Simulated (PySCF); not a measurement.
**[Pr(NH3)3]3+ at several levels of theory**

Computed with PySCF 2.14.0 (density fitting, no spin-orbit coupling) at the geometry relaxed with BP86:

```xyz
13
[Pr(NH3)3]3+ (singlet in the valence; each metal's 4f electrons, 2 of them, lie in its core potential, out of spins and levels)
Pr    0.0000    0.0000    0.7302
N     2.4202   -0.0006    0.0104
H     3.1007   -0.2627    0.7622
H     2.6742   -0.6544   -0.7661
H     2.7945    0.9162   -0.3273
N    -1.2096    2.0962    0.0104
H    -1.3228    2.8166    0.7622
H    -0.7704    2.6431   -0.7661
H    -2.1907    1.9619   -0.3273
N    -1.2106   -2.0956    0.0104
H    -1.7779   -2.5539    0.7622
H    -1.9038   -1.9887   -0.7661
H    -0.6037   -2.8782   -0.3273
```

```tsv
level	basis	state	HOMO (eV)	gap (eV)	charge on Pr1 (e)	population of f-type functions on Pr1 (polarisation alone where 4f lies in the core)	dipole about the centre of mass (D)	largest force component (eV/Å)
BP86	Pr lcecp-1-SVP with ECP48, N def2-SVP, H def2-SVP	singlet	-22.56	5.60	1.79	0.03	2.21	0.01
BLYP	the same	singlet	-22.31	5.30	1.76	0.03	2.18	0.16
revPBE	the same	singlet	-22.44	5.48	1.79	0.04	2.18	0.12
CAM-B3LYP	the same	singlet	-25.37	10.19	1.90	0.04	1.93	0.37
BP86	Pr lcecp-1-TZVP with ECP48, N def2-TZVP, H def2-TZVP	singlet	-22.49	5.63	2.08	0.05	2.20	0.39
```

In the lcecp rows the 4f levels are missing from HOMO and gap, and the state counts the valence alone.

Charges are Mulliken's, which hang on the basis. The relaxation used the grid (50, 194), these runs (75, 302) or, all-electron (x2c bases, spin-free X2C Hamiltonian), (99, 590).

Task: What does B3LYP with Pr lcecp-1-SVP with ECP48, N def2-SVP, H def2-SVP give here?

Result: state singlet, HOMO (eV) -23.68, gap (eV) 7.20, charge on Pr1 (e) 1.86, population of f-type functions on Pr1 (polarisation alone where 4f lies in the core) 0.04, dipole about the centre of mass (D) 2.03, largest force component (eV/Å) 0.41. Time: 7.8 s on 2 threads of Arm Neoverse V1, with other jobs on the host, from an already converged density.

In the first row's basis the gap widens with exact exchange: 5.3 to 5.6 eV for BLYP, revPBE, BP86 (none); 7.2 eV for B3LYP (a fixed share); 10.2 eV for CAM-B3LYP (rising or full at long range).

An lcecp potential fixes the number of 4f electrons, so in runs with it no electron can move into or out of that shell.
